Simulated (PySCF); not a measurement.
Compound: C₂H₉B₂N.
Structure used (PBE0-D3(BJ)/def2-SVP), in Å, numbered top down from 1:
```xyz
14
C2H9B2N angstrom
B     -1.8550    1.2592   -0.0511
B     -0.5099    0.2839    0.2263
C     -0.8565   -1.2654    0.4005
N      0.8182    0.7269    0.2945
C      2.0109   -0.0534    0.5105
H     -2.3272    1.4053   -1.1612
H     -2.5040    1.7533    0.8492
H     -0.4465   -1.8385   -0.4495
H     -0.4094   -1.6800    1.3199
H     -1.9358   -1.4809    0.4394
H      1.0076    1.7147    0.1744
H      2.6807   -0.0416   -0.3677
H      1.7476   -1.1004    0.7095
H      2.5913    0.3133    1.3746
```

Jobs on this species (14 atoms, 38 electrons) with PySCF (density fitting). Hardware of each: one thread of an Arm Neoverse V1, no GPU, shared host. The host was shared with other jobs, so the times are rough. Peak memory is the resident size of the whole Python process, interpreter and libraries included.

| level and settings | work | basis functions | SCF cycles | wall time | peak memory |
| --- | --- | --- | --- | --- | --- |
| delta-SCF UKS SCAN, pcX-2 on the ionised atom, pcseg-1 elsewhere, non-relativistic | ΔSCF core ionisation, 5 holes | 146 | ? | ? | ? |
| delta-SCF UKS SCAN, pcX-2 on the ionised atom, pcseg-1 elsewhere, spin-free X2C | ΔSCF core ionisation, 5 holes | 146 | ? | ? | ? |
| delta-SCF UKS PBE, pcX-2 on the ionised atom, pcseg-1 elsewhere, spin-free X2C | ΔSCF core ionisation, 5 holes | 146 | ? | ? | ? |
| delta-SCF UKS B3LYP, pcX-2 on the ionised atom, pcseg-1 elsewhere, spin-free X2C | ΔSCF core ionisation, 5 holes | 146 | 76 | 38 s | 0.58 GiB |
| delta-SCF UKS HF, pcX-2 on the ionised atom, pcseg-1 elsewhere, spin-free X2C | ΔSCF core ionisation, 5 holes | 146 | 74 | 19 s | 0.51 GiB |
| delta-SCF UKS SCAN, def2-TZVP on the ionised atom, pcseg-1 elsewhere, spin-free X2C | ΔSCF core ionisation, 5 holes | 132 | 108 | 45 s | 0.51 GiB |
| PBE0-D3(BJ)/def2-SVP, grid level 1 | geometry optimisation from a GFN2-xTB start shaken at random | 115 | 51 | 43 s | 0.47 GiB |
| delta-SCF UKS SCAN, pcX-1 on the ionised atom, pcseg-1 elsewhere, spin-free X2C | ΔSCF core ionisation, 5 holes | 125 | 99 | 36 s | 0.51 GiB |
| delta-SCF UKS PBE0, pcX-2 on the ionised atom, pcseg-1 elsewhere, spin-free X2C | ΔSCF core ionisation, 5 holes | 146 | 76 | 38 s | 0.56 GiB |

Fill in the missing figures.

- delta-SCF UKS SCAN, pcX-2 on the ionised atom, pcseg-1 elsewhere, non-relativistic; ΔSCF core ionisation, 5 holes: 50 s, 0.51 GiB, 115 SCF cycles
- delta-SCF UKS SCAN, pcX-2 on the ionised atom, pcseg-1 elsewhere, spin-free X2C; ΔSCF core ionisation, 5 holes: 52 s, 0.51 GiB, 121 SCF cycles
- delta-SCF UKS PBE, pcX-2 on the ionised atom, pcseg-1 elsewhere, spin-free X2C; ΔSCF core ionisation, 5 holes: 44 s, 0.52 GiB, 213 SCF cycles

What do all jobs in the table cost together?

About 6.1 min; the longest takes about 14 % of that, and about 2.7 times as long as the shortest.
